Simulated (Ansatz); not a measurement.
SnCl₄ was relaxed with B3LYP-D4 (def2-SVP, def2-SVPD) in Ansatz in these states: charge +1 doublet, charge -1 doublet, neutral singlet. The geometries follow in no particular order.

In the def2 sets Sn takes a core potential; there is no spin–orbit coupling.

A:

```xyz
5

Sn    0.0000    0.0000    0.0000
Cl    1.8562    1.2682   -0.6302
Cl   -0.1607   -0.0404    2.3288
Cl    0.2383   -2.1797   -0.8015
Cl   -1.9338    0.9519   -0.8971
```

B:

```xyz
5

Sn    0.170   -0.305   -0.038
Cl   -0.268    1.863   -1.061
Cl   -1.318    0.987    1.400
Cl    2.290   -0.502    0.796
Cl   -0.874   -2.042   -1.098
```

C:

Cartesian coordinates in Å:
```
Sn 0.000 0.000 0.000
Cl 1.837 1.687 -0.468
Cl -2.254 1.032 -0.542
Cl 0.061 -0.660 2.450
Cl 0.356 -2.059 -1.440
```

Problem. Judge from the bond lengths which geometry belongs to which state (an estimate).

Solution. A is the neutral singlet (Sn1–Cl4 2.335 Å, Sn1–Cl5 2.335 Å, Sn1–Cl3 2.335 Å); B is the charge +1 doublet (Sn1–Cl4 2.287 Å, Sn1–Cl5 2.287 Å, Sn1–Cl3 2.439 Å); C is the charge -1 doublet (Sn1–Cl4 2.538 Å, Sn1–Cl5 2.538 Å, Sn1–Cl3 2.538 Å).
